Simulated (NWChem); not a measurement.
# AgF; SMILES [F][Ag]

```xyz
2

Ag     0.0000     0.0000    -0.3242
F      0.0000     0.0000     1.6617
```
Atoms are numbered in this order, from 1.

Geometry: optimised at PBE0-D3(BJ)/def2-TZVP. def2 effective core potentials on Ag; no spin-orbit coupling.

Q: List the 4 lowest vertical singlet excitations from Hartree-Fock/def2-SVP with def2 effective core potentials on Ag, CIS (NWChem).

A: 
| state | energy (eV) | oscillator strength | leading excitation (squared amplitude) |
|---|---|---|---|
| S1 | 4.65 | 0.002 | HOMO → LUMO (0.73) |
| S2 | 5.29 | 0.022 | HOMO−2 → LUMO (0.31) |
| S3 | 5.29 | 0.022 | HOMO−1 → LUMO (0.31) |
| S4 | 7.48 | 0.006 | HOMO−6 → LUMO (0.29) |
